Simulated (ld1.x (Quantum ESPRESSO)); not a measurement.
**Rh (Z = 45), RRKJ: configuration errors across variants**

```json
{
  "Element": "rhodium",
  "Generator": "ld1.x (Quantum ESPRESSO) 7.5",
  "Type": "norm-conserving RRKJ (Kleinman–Bylander form)",
  "Functional": "PBE",
  "Relativity": "scalar-relativistic",
  "Frozen core": "[Ar] 3d10",
  "Valence charge": "17",
  "Reference configuration": "4s2 4p6 4d8 5s0.5 5p0.5",
  "Partial waves": "4s (bound): rc 1.60 bohr; 4p (bound): rc 1.75 bohr; 4d (bound): rc 1.60 bohr",
  "Local potential": "the d channel",
  "Core correction": "none"
}
```

Occupied shells without a wave of their own: 5p, 5s. They enter only through the test configuration that unscreens the potential.

All-electron excitation energies from the reference (eV): (1) 4s2 4p6 4d8 5s1 5p0 -1.760; (2) 4s2 4p6 4d8 5s0 5p0 5.701; (3) 4s2 4p6 4d7 5s0 5p0 25.211; (4) 4s2 4p6 4d5 5s0 5p0 104.663; (5) 4s2 4p6 4d7 5s1 5p1 4.859; (6) 4s2 4p5 4d8 5s1 5p0 54.874; (7) 4s1 4p6 4d8 5s1 5p0 87.284.

For the base: The 5p, 5s levels have no wave, so the channel is fitted at the deeper level alone: the likely source of the large errors.

3 further variants failed, have other tests or another functional or relativity, and are left out.

The file “base” misses its own reference levels by 0.5 eV. The file “wave 4p (bound): rc 1.75 bohr becomes 4p (bound): rc 1.40 bohr” misses its own reference levels by 0.5 eV. The file “all radii scaled by about 1.16 (s 1.86, p 2.04, d 1.86 bohr)” misses its own reference levels by 1.7 eV. The file “wave 4s (bound): rc 1.60 bohr becomes 4s (bound): rc 2.34 bohr” misses its own reference levels by 2.4 eV. The file “wave 4d (bound): rc 1.60 bohr becomes 4d (bound): rc 2.04 bohr” misses its own reference levels by 0.6 eV. The file “wave 4s (bound): rc 1.60 bohr becomes 4s (bound): rc 2.22 bohr” misses its own reference levels by 2.6 eV.

Errors AE − PS in meV (a dash: test not solved or not reliable):

```tsv
change	(1)	(2)	(3)	(4)	(5)	(6)	(7)	bound ghosts
base	+231	-343	-545	-1029	+359	+368	+296	none
wave 4p (bound): rc 1.75 bohr becomes 4p (bound): rc 1.40 bohr	+238	-322	-504	-953	+343	+416	+315	none
all radii scaled by about 1.16 (s 1.86, p 2.04, d 1.86 bohr)	+787	-1037	-1605	-3054	+1065	+1359	+1164	none
wave 4s (bound): rc 1.60 bohr becomes 4s (bound): rc 2.34 bohr	+1105	-1526	-2415	-4661	+1449	+1689	+1490	none
wave 4d (bound): rc 1.60 bohr becomes 4d (bound): rc 2.04 bohr	+268	-359	-584	-1135	+390	+441	+353	none
wave 4s (bound): rc 1.60 bohr becomes 4s (bound): rc 2.22 bohr	+1201	-1658	-2636	-5110	+1546	+1784	+1574	none
```

(1) Give the same row for: type TM semilocal; local potential the s channel.

## Answers

(1) +683, -1026, -1572, -2881, +1029, +1013, +958; bound ghosts: none.
